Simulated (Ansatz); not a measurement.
Compare A (`CC(=O)[SiH3]`) with its isomer B (`C1OC[SiH2]1`).

Isolated molecules relaxed with PBE0-D4/def2-TZVP in Ansatz; ΔE leaves out vibrations. CCSD(T)/CBS is the MP2 limit (def2-TZVPP, def2-QZVPP) plus CCSD(T) − MP2 in def2-TZVPP, frozen cores. Functionals use def2-TZVPP. B3LYP here is the variant with VWN-RPA as its local correlation; programs differ in this.

A:

Z-matrix (Å, degrees):
```
C
C 1 1.501
H 1 1.095 2 109.6
H 1 1.090 2 110.7 3 121.8
H 1 1.095 2 109.6 3 -116.4
O 2 1.209 1 122.3 3 -121.8
Si 2 1.938 1 120.8 3 58.3
H 7 1.484 2 107.5 1 -121.2
H 7 1.484 2 107.5 1 120.2
H 7 1.488 2 112.3 1 -0.5
```

B:

```xyz
10

C    -0.809   -0.733   -0.571
O    -1.239    0.087    0.534
C    -0.023    0.696    1.017
Si    0.915    0.044   -0.492
H    -0.871   -1.798   -0.319
H    -1.431   -0.548   -1.451
H     0.269    0.276    1.987
H    -0.153    1.775    1.131
H     1.244    1.038   -1.549
H     2.098   -0.836   -0.286
```

Question: Which is lower in electronic energy at CCSD(T)/CBS, and by how much? (Best estimate.)

Answer: Computed: A, by 80.6 kJ/mol.

Question: Give E(B) − E(A) in kJ/mol with BLYP-D4, B3LYP, CCSD/def2-TZVPP, r2SCAN-D4, PBE-D4, B3LYP-D4, MP2/def2-TZVPP. (Estimate.)

Answer: The calculation gave: BLYP-D4 99.5, B3LYP 92.5, CCSD/def2-TZVPP 82.9, r2SCAN-D4 84.1, PBE-D4 81.1, B3LYP-D4 91.2, MP2/def2-TZVPP 80.3. None reverses the order clearly.

Question: Does the order hold for the free energy at 298.15 K (harmonic terms from PBE0-D4)? (An estimate is asked.)

Answer: Ansatz gave: Yes: G(B) − G(A) = +98.9 kJ/mol. Modes under 60 cm⁻¹, often nearly free rotors, make the harmonic entropy too high.

Largest T1 diagnostic: 0.015.

From r2SCAN to r2SCAN0 (25 % exact exchange), in def2-TZVPP and without D4, E(B) − E(A) moves by −7.4 kJ/mol. In def2-TZVPP, CCSD(T) changes the Hartree–Fock value by −19.4 kJ/mol (the triples alone add +0.8 kJ/mol) and MP2 by −22.7 kJ/mol.
